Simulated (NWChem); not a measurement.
System: C₂HBCl₂; SMILES C#CB(Cl)Cl

```xyz
6

B      0.0009    -0.0135     0.0000
C      0.0092    -1.5283     0.0000
C      0.0144    -2.7456     0.0000
H      0.0190    -3.8217     0.0000
Cl     1.5040     0.8782     0.0000
Cl    -1.5137     0.8590     0.0000
```
Atoms are numbered in this order, from 1.

Coordinates come from a PBE0/def2-SVP optimisation.

Symmetry labels are those of Cs in the frame above (b1 and b2, or b-type labels, depend on it).

Task: List the 4 lowest vertical singlet excitations from PBE0/def2-SVP, TDA (NWChem).

Result: 
| state | energy (eV) | oscillator strength | symmetry | leading excitation (squared amplitude) |
|---|---|---|---|---|
| S1 | 4.55 | 0.000 | a" | HOMO → LUMO (0.96) |
| S2 | 5.52 | 0.000 | a" | HOMO−2 → LUMO (0.97) |
| S3 | 5.67 | 0.107 | a' | HOMO−1 → LUMO (0.75) |
| S4 | 5.84 | 0.000 | a" | HOMO−4 → LUMO (0.99) |
